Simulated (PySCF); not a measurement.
Correlation energy of F(2+) (fluorine, charge +2)

[He] 2s1 2p4, high-spin 4P determinant (an excited configuration). All numbers are calculated (PySCF 2.14, the spin-free X2C one-electron Hamiltonian (Gaussian nucleus), in x2c-QZVPPall). Frozen: 1s2; 5 electrons correlated.

| level | correlation energy (mhartree) |
| --- | --- |
| CCSD | -121.43 |
| (T) | -1.62 |
| CCSD(T) | -123.05 |

Diagnostics: T1 = 0.0032, D1 = 0.0066, largest double amplitude 0.054.

Cost of the coupled-cluster step: roughly 5 core-seconds, for 5 correlated electrons.
